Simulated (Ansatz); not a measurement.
Molecule: H₂O, net charge 1, doublet state. 
Structure (B3LYP-D3(BJ)/def2-TZVP (Ansatz, a quantum-chemistry and plane-wave program) minimum search):
```xyz
3

O     -0.0919    -0.0271    -0.0646
H     -0.0751    -0.0218     0.9430
H      0.8106     0.2386    -0.4259
```
Charge +1, spin multiplicity 2.

Basis-set convergence of Hartree-Fock and CCSD(T) correlation energies (hartree) with Ansatz. Correlated levels leave the core frozen unless marked. Open shells are spin-unrestricted. Spin-orbit coupling is left out. Non-relativistic.

| basis | functions | E(HF) | E(corr, CCSD(T)) |
|---|---|---|---|
| def2-SVP | 24 | -75.56410 | -0.17183 |
| def2-TZVPP | 59 | -75.66102 | -0.21789 |
| def2-QZVPP | 117 | -75.66444 | -0.23375 |

Extrapolating the two largest sets (X = 3 and 4) as X^-3: E(corr) = (64·(-0.23375) - 27·(-0.21789))/37 = -0.2453 Eh, an estimate of the basis-set limit. The largest set recovers 95.3 % of it, the smallest 70.0 %.
